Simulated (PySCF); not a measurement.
Several orderings of computed values.

Each SMILES stands for a single optimised conformer of the isolated species, non-relativistic unless stated. Electronic properties by PySCF.

The conformers computed, where there is a choice (atom-mapped SMILES and torsion angles):
- `[CH:1]#[C:2][C@@H:3]([C:4]#[C:5][CH3:6])[Si:7]([F:8])([PH2:9])[PH2:10]`: C2–C3–Si7–F8 77°, H–P9–Si7–C3 25°, H–P9–Si7–C3 -68°, H–P10–Si7–C3 82°, H–P10–Si7–C3 175°
- `[CH:1]#[C:2][SiH2:3]/[C:4](=[CH:5]\[S:6][CH3:7])[S:8][SiH3:9]`: C2–Si3–C4–C5 -80°, C4–C5–S6–C7 -175°, Si3–C4–S8–Si9 -82°
- `[CH3:1][S:2]/[CH:3]=[CH:4]/[O:5][SiH3:6]`: C1–S2–C3–C4 0°, C3–C4–O5–Si6 -3°
- `[O:1]=[S:2](=[O:3])([CH:4]1[SiH2:5][CH2:6][SiH2:7]1)[C:8]([F:9])([F:10])[F:11]`: O1–S2–C4–Si5 67°, O1–S2–C8–F9 -178°
- `[O:1]=[CH:2][Si@@H:3]1[O:4][CH2:5][C:6](=[O:7])[O:8]1`: O1–C2–Si3–O4 -125°
- `[CH3:1][SiH2:2][O:3][C:4]([CH3:5])=[S:6]`: C1–Si2–O3–C4 67°, Si2–O3–C4–C5 180°

The conformers of `O=C1C[C@@H](Cl)C[C@@H](F)O1` and `C[SiH2]CS[Si@@H](O)C(=O)O` aren't listed.

Question: Rank by dipole moment, lowest first (PBE0/pcSseg-1 at GFN2-xTB geometries).
A. `O=S(=O)(C1[SiH2]C[SiH2]1)C(F)(F)F`
B. `CS/C=C/O[SiH3]`
C. `C#C[SiH2]/C(=C\SC)S[SiH3]`
D. `C#C[C@@H](C#CC)[Si](F)(P)P`

Answer: B (0.74 D), C (2.53 D), D (3.12 D), A (4.11 D).

Question: Rank by HOMO–LUMO gap, highest first (PBE0/pcSseg-1 at GFN2-xTB geometries).
A. `C#C[C@@H](C#CC)[Si](F)(P)P`
B. `CS/C=C/O[SiH3]`
C. `O=S(=O)(C1[SiH2]C[SiH2]1)C(F)(F)F`
D. `O=C1C[C@@H](Cl)C[C@@H](F)O1`
E. `[SiH3]S/C(=C/SC)[SiH2]C#C`
F. `C[SiH2]CS[Si@@H](O)C(=O)O`

Answer: C (7.89 eV), D (7.69 eV), A (6.73 eV), B (6.10 eV), F (5.98 eV), E (5.47 eV).

Give the two extremes of that set in kcal/mol.

`C#C[SiH2]/C(=C\SC)S[SiH3]`: 126 kcal/mol; `O=S(=O)(C1[SiH2]C[SiH2]1)C(F)(F)F`: 182 kcal/mol.

Question: Rank by HOMO energy, lowest first (PBE0/pcSseg-1 at GFN2-xTB geometries).
A. `C(=C\O[SiH3])/SC`
B. `C#C[C@@H](C#CC)[Si](F)(P)P`
C. `O=S(=O)(C1[SiH2]C[SiH2]1)C(F)(F)F`
D. `C#C[SiH2]/C(=C\SC)S[SiH3]`
E. `O=C1C[C@H](C[C@@H](F)O1)Cl`
F. `C[SiH2]CS[Si@@H](O)C(=O)O`

Answer: C (-8.69 eV), E (-8.37 eV), B (-7.23 eV), F (-6.83 eV), D (-6.33 eV), A (-5.81 eV).

Question: Rank by smallest rotational constant, highest first (GFN2-xTB).
A. `P[Si](P)([C@H](C#CC)C#C)F`
B. `O(/C=C/SC)[SiH3]`
C. `O=C[Si@@H]1OCC(=O)O1`
D. `C[SiH2]OC(C)=S`

Answer: D (1.248 GHz), C (0.956 GHz), B (0.809 GHz), A (0.485 GHz).

By how much do the two ends of that ranking differ?

By 0.763 GHz, between `C[SiH2]OC(C)=S` and `C#C[C@@H](C#CC)[Si](F)(P)P`.
